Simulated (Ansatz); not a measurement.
LiMg-, closed-shell singlet (lowest of 2S+1 = 1, 3 at CCSD(T)/def2-TZVPP on PBE0 minima; our sources give no spin for the ground state, which may be another), most abundant isotopes (7.0160 and 23.9850 u). Constants from fifth-degree fits in 1/R to seven points on the lowest solution found; no spin–orbit coupling, no relativity up to Kr; ω_e x_e and α_e move by some per cent with the fit.

Correlated levels freeze the inner cores; with def2 sets outer-core shells near the valence are correlated too.

Codes used: Ansatz (a first-principles code) with Gaussian orbitals. 

| level | r_e (Å) | ω_e (cm⁻¹) | ω_e x_e (cm⁻¹) | α_e (cm⁻¹) |
|---|---|---|---|---|
| PBE/def2-TZVPP | 3.4698 | 139.4 | 2.22 | 0.00584 |
| CCSD(T)/def2-QZVPP | 3.4036 | 142.8 | 2.46 | 0.00638 |

Q: Derive the rotational constants, the centrifugal constant, the fundamental, the zero-point energy and the force constant.

A: 
μ = 5.42818 u.
- PBE/def2-TZVPP: B_e = 16.8576/(μ r_e²) = 0.25795 cm⁻¹; B₀ = B_e − α_e/2 = 0.25503 cm⁻¹; D = 4B_e³/ω_e² = 3.53e-06 cm⁻¹; fundamental ω_e − 2ω_e x_e = 135 cm⁻¹; zero-point energy ω_e/2 − ω_e x_e/4 = 69 cm⁻¹; k = μ(2πcω_e)² = 6.22 N/m; the line J = 1 ← 0 at 2B₀ = 15.29 GHz
- CCSD(T)/def2-QZVPP: B_e = 16.8576/(μ r_e²) = 0.26808 cm⁻¹; B₀ = B_e − α_e/2 = 0.26489 cm⁻¹; D = 4B_e³/ω_e² = 3.78e-06 cm⁻¹; fundamental ω_e − 2ω_e x_e = 138 cm⁻¹; zero-point energy ω_e/2 − ω_e x_e/4 = 71 cm⁻¹; k = μ(2πcω_e)² = 6.52 N/m; the line J = 1 ← 0 at 2B₀ = 15.88 GHz

Doubts at one or more of the structures used: a restricted determinant that unrestricted orbitals would lower (CCSD(T)/def2-QZVPP).
